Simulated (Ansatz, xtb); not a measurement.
**Relative energy of two structures of GeH5NaSi**

Structure I: `[Na][SiH2][GeH3]`, a singlet. Structure II: a singlet given by its coordinates. Both are isolated molecules in the gas phase, relaxed with PBE0-D3(BJ)/pcseg-1.

I (Å):

```yaml
atoms:
  - { symbol: Ge, position_ang: [-0.0133, -0.3776, -0.3417] }
  - { symbol: Na, position_ang: [-0.9393, -1.1252, -4.4498] }
  - { symbol: Si, position_ang: [0.7135, 0.0313, -2.5831] }
  - { symbol: H, position_ang: [2.1499, -0.4313, -2.5459] }
  - { symbol: H, position_ang: [0.8465, 1.5348, -2.6099] }
  - { symbol: H, position_ang: [-0.0920, -1.8962, -0.0457] }
  - { symbol: H, position_ang: [0.8543, 0.2334, 0.7840] }
  - { symbol: H, position_ang: [-1.4500, 0.1548, -0.1122] }
```

II (Å):

```csv
atom,x (Å),y (Å),z (Å)
Ge,-1.0871,-0.5381,0.0453
Na,0.6178,1.8515,1.1847
Si,1.6747,0.5535,-1.0203
H,-0.2092,-0.3931,1.4036
H,2.5255,-0.6950,-1.0918
H,-1.3243,1.0681,0.0112
H,1.4047,0.7743,-2.4921
H,0.3195,-0.4313,-0.9691
```

Close contacts (Å): Ge1–Na2 3.15, Na2–Si3 2.77, Ge1–H4 1.62, Ge1–H6 1.62, Ge1–H8 1.74, Na2–H4 2.40, Na2–H6 2.40, Si3–H5 1.51, Si3–H7 1.51, Si3–H8 1.68.

Task: Estimate E(II) − E(I) at the level CCSD(T)/def2-TZVP.

Result: Calculated at CCSD(T)/def2-TZVP: E(II) − E(I) = +0.882 eV, so structure I lies lower.

Level by level:

```json
{"level": "PBE0-D3(BJ)/pcseg-1", "geometry": "PBE0-D3(BJ)/pcseg-1", "E(II) − E(I) (eV)": "+0.923", "departure from the last row (eV)": "+0.040", "job, with rough time for the two": "optimisation, 3.8 min"}
{"level": "HF/def2-TZVP", "geometry": "PBE0-D3(BJ)/pcseg-1", "E(II) − E(I) (eV)": "+0.978", "departure from the last row (eV)": "+0.095", "job, with rough time for the two": "part of the CCSD(T) run"}
{"level": "MP2/def2-TZVP", "geometry": "PBE0-D3(BJ)/pcseg-1", "E(II) − E(I) (eV)": "+0.993", "departure from the last row (eV)": "+0.111", "job, with rough time for the two": "part of the CCSD(T) run"}
{"level": "CCSD(T)/def2-TZVP", "geometry": "PBE0-D3(BJ)/pcseg-1", "E(II) − E(I) (eV)": "+0.882", "departure from the last row (eV)": "", "job, with rough time for the two": "single point, 2.5 min"}
```

The levels shown agree on the order. The largest departure from CCSD(T)/def2-TZVP is that of MP2/def2-TZVP, 0.111 eV. Levels run at GFN2-xTB geometries aren't shown.

With harmonic frequencies from PBE0-D3(BJ)/pcseg-1 (ideal gas, rigid rotor, one conformer each, 600 K, 1 atm): on the last row, ΔE + ΔZPE = +0.833, ΔH = +0.830, ΔG = +0.861 eV.

The correlated steps freeze 15 core orbitals; the filled d shell of Ge is correlated; the last core shell of Na is correlated, in a basis made for valence electrons. Run with Ansatz 0.2.0; the last row on 1 thread of Intel(R) Xeon(R) Processor @ 2.50GHz (Skylake/Cascade Lake) on a shared host.
